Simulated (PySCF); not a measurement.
A structure optimised at PBE-D3(BJ)/def2-SVP, used in a PySCF frequency run:

```
Be
S 1 1.9035
C 2 1.8506 1 101.81
H 3 1.1057 2 111.61 1 57.20
H 3 1.1058 4 109.97 2 123.97
H 3 1.1062 4 108.68 5 118.92
Se 1 2.0383 3 142.32 4 48.88
H 7 1.4879 1 90.12 3 91.51
```

Q: Write its SMILES and formula.

A: C[S][Be][SeH], CH4BeSSe

Q: What are its rotational constants (standard atomic weights)?

A: 13.292, 0.98161, 0.92704 GHz
